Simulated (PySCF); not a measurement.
C$_{3}$H$_{8}$OSi, SMILES `O[SiH2]C1CC1` (H–O–Si–C torsion 56°, O–Si–C–C torsion -156°), neutral singlet in the gas phase. 

Cartesian coordinates (Å):
```xyz
13

O      2.6231    -0.1658     0.4383
Si     1.3409    -0.2598    -0.5968
C     -0.1552     0.6403     0.0033
C     -1.5069     0.2118    -0.5175
C     -1.1452    -0.0696     0.8975
H      2.4803    -0.4643     1.3374
H      1.8507     0.2996    -1.8724
H      0.9110    -1.6767    -0.7990
H     -0.0485     1.7056     0.1862
H     -2.2342     0.9887    -0.7170
H     -1.5478    -0.6241    -1.2073
H     -1.6252     0.5134     1.6739
H     -0.9430    -1.0990     1.1734
```
Charge 0, spin multiplicity 1.

All levels are single points at this geometry (PBE0-D4/def2-TZVP); Pople sets use spherical d functions. Orbital energies aren't observables, and empty levels follow the basis.

B3LYP/6-311+G** in PySCF gives dipole (D) = 2.12.

Estimate the dipole (D) from each of these levels: PBE-D3(BJ)/def2-TZVP in PySCF; PBE0-D4/def2-TZVP in PySCF; BP86/6-31G* in PySCF; M06-2X/6-31G* in PySCF; SVWN5/6-31G* in PySCF.


| level | dipole (D) |
|---|---|
| PBE-D3(BJ)/def2-TZVP in PySCF | 1.94 |
| PBE0-D4/def2-TZVP in PySCF | 1.98 |
| BP86/6-31G* in PySCF | 2.09 |
| M06-2X/6-31G* in PySCF | 2.08 |
| SVWN5/6-31G* in PySCF | 2.14 |
